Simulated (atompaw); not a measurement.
# Pseudopotential generation for samarium (Sm): PAW (atompaw), LDA (PW92), scalar-relativistic.

- Element: Sm (Z = 62)
- Generator: atompaw 4.2.0.5
- Type: PAW
- Functional: LDA (PW92)
- Relativity: scalar-relativistic
- Frozen core: [Kr] 4d10
- Valence charge: 16
- Reference configuration: 4f5 5s2 5p6 5d0 6s0 6p0 (charge +3)
- Partial waves: 5s (bound); 6s (bound, empty); 5p (bound); 6p (bound, empty); 5d (bound, empty); 5d channel at -1.3 Ry; 4f (bound); 4f channel at -1.5 Ry
- Local potential: ultrasoft scheme with l = 4 at 1 Ry, radius 2.30 bohr
- Core correction: smooth core density matched at 1.45 bohr
- Augmentation charge: besselshape compensation charge, radius 2.35 bohr; PAW radius 2.70 bohr; waves and projectors: bloechl

All-electron outer shells of the reference configuration (LDA (PW92), scalar-relativistic, ld1.x):

| shell | level (eV) | outermost node (bohr) | outermost maximum (bohr) |
| --- | --- | --- | --- |
| 4p | -278.53 | 0.30 | 0.56 |
| 4d | -160.02 | 0.28 | 0.58 |
| 5s | -71.33 | 0.68 | 1.25 |
| 5p | -50.21 | 0.73 | 1.40 |
| 4f | -32.76 | – | 0.61 |
| 5d | -24.63 | 0.82 | 1.86 |
| 6s | -21.94 | 1.62 | 2.92 |
| 6p | -16.67 | 1.87 | 3.44 |

(1) Estimate the cutoffs (Ry, on a coarse ladder) from which the occupation-weighted sum of valence levels, in a spherical-Bessel basis at the reference potential, stays within 10 and 1 mRy of its value at 400 Ry.

(2) Does the potential have ghost states?

(3) Is the overlap operator S = 1 + Σ q|β⟩⟨β| positive definite (Bessel basis up to 400 Ry)?

(4) Which valence shell sets the plane-wave cutoff?

Results:

(1) 35 Ry and 45 Ry.

(2) No extra level below or beside the all-electron valence levels (s, p, d, f tested). The logarithmic derivative shows an extra or strongly shifted pseudo pole above the reference energy (d near -0.24 Ry).

(3) Barely: its lowest eigenvalue is 0.010 (d channel).

(4) 4f: its level needs 40 Ry to come within 1 mRy, against 25 Ry for 5p.
